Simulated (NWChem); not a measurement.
**Relativistic effects in hydrogen telluride (H$_{2}$Te)**

```
Te
H 1 1.6801
H 1 1.6801 2 89.66
```
Charge 0, spin multiplicity 1.

Everything below was run with NWChem. All single points use one geometry, from PBE/def2-SVP with def2 effective core potentials on Te, a minimum by its harmonic frequencies.

Functional PBE0, all-electron basis x2c-SVPall-2c, contracted for the X2C Hamiltonian and used here with ZORA. The ion keeps the geometry and has multiplicity 2 in the scalar run; the spin-orbit run starts from the same electron counts.

Relative cost: rough, from shared machines, SCF included, scalar ZORA = 1.

No SCF solution was tested for a lower state.

```csv
Hamiltonian,ΔSCF ionisation energy (eV),HOMO (eV),LUMO (eV),gap (eV),relative cost
scalar ZORA,8.95,-6.38,-0.51,5.87,1
spin-orbit ZORA,8.95,-6.38,-0.51,5.87,under 3
```

From scalar ZORA to spin-orbit ZORA the ionisation energy is nearly the same.
